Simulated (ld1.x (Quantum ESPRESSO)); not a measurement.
**thallium (Tl): excitation energies, all-electron against TM**

- Element: Tl
- Generator: ld1.x (Quantum ESPRESSO) 7.5
- Type: norm-conserving Troullier–Martins (Kleinman–Bylander form)
- Functional: PBEsol
- Relativity: scalar-relativistic
- Frozen core: [Xe] 4f14 5d10
- Valence charge: 3
- Reference configuration: 6s1.5 6p0 (charge +1.5)
- Partial waves: 6s (bound): rc 2.20 bohr; 6d channel at 0.05 Ry: rc 2.70 bohr; 6p (bound, empty): rc 2.65 bohr
- Local potential: the p channel
- Core correction: a·sin(br)/r model core inside 2.05 bohr

Energies are relative to the spin-unpolarised reference configuration 6s1.5 6p0; without spin polarisation the order of configurations can differ from experiment. The frozen-core shift is the all-electron ΔE with the core orbitals held at their reference shape minus the fully relaxed ΔE.

(1) Give the all-electron excitation energy and the error of the potential for: 6s2 6p1; 6s2 6p0; 6s1 6p0; 6s1 6p1; 6s2 6p0.5; 6s0 6p3; 6s1 6p2.

Note: ghost state, extra bound levels that the all-electron valence spectrum of the same l lacks: d at -675.2 eV. A true bound ghost makes a file unfit for plane-wave use.

Results:

(1)

| valence configuration | charge | ΔE all-electron (eV) | error AE − PS (meV) | frozen-core shift (meV) |
| --- | --- | --- | --- | --- |
| 6s2 6p1 | 0 | -14.438 | -129 | +143 |
| 6s2 6p0 | +1 | -9.290 | -45 | +49 |
| 6s1 6p0 | +2 | 11.552 | -62 | +67 |
| 6s1 6p1 | +1 | -0.926 | -4.0 | +2.0 |
| 6s2 6p0.5 | +0.5 | -12.591 | -91 | +100 |
| 6s0 6p3 | 0 | 0.855 | -37 | +22 |
| 6s1 6p2 | 0 | -6.989 | -34 | +34 |
